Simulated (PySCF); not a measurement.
Ionisation energy of Cl²⁺ by level of theory

Cl²⁺ [Ne] 3s2 3p3 (4S) → Cl³⁺ [Ne] 3s2 3p2 (3P), as a difference of total energies. Computed with PySCF 2.14 in aug-cc-pVQZ-DK (7s6p4d3f2g, 84 functions), with the spin-free X2C one-electron Hamiltonian (Gaussian nucleus). Correlated levels: valence: [Ne] frozen. The calculations carry no spin-orbit coupling.

```json
{"method": "UHF", "ionisation energy (eV)": "38.961"}
{"method": "LDA", "ionisation energy (eV)": "39.670"}
{"method": "PBE", "ionisation energy (eV)": "39.580"}
{"method": "PBE0", "ionisation energy (eV)": "39.662"}
{"method": "r2SCAN", "ionisation energy (eV)": "39.844"}
{"method": "r2SCAN0", "ionisation energy (eV)": "39.827"}
{"method": "BP86", "ionisation energy (eV)": "39.610"}
{"method": "CAM-B3LYP", "ionisation energy (eV)": "39.547"}
{"method": "TPSS", "ionisation energy (eV)": "39.648"}
{"method": "MP2 (valence)", "ionisation energy (eV)": "39.658"}
{"method": "SCS-MP2 (valence)", "ionisation energy (eV)": "39.457"}
```

**Question.** How much does correlation contribute at MP2 (valence)?

**Answer.** 39.658 − (38.961) = 0.697 eV, measured against UHF.

A first-order spin-orbit estimate (lowest level to lowest level, LS coupling) adds -0.101 eV.

Errors of the correlated levels include the incompleteness of this basis and the frozen core.

For comparison: 39.8 ± 0.11 eV (semi-empirical (NIST evaluation); NIST Atomic Spectra Database, ionization energies).
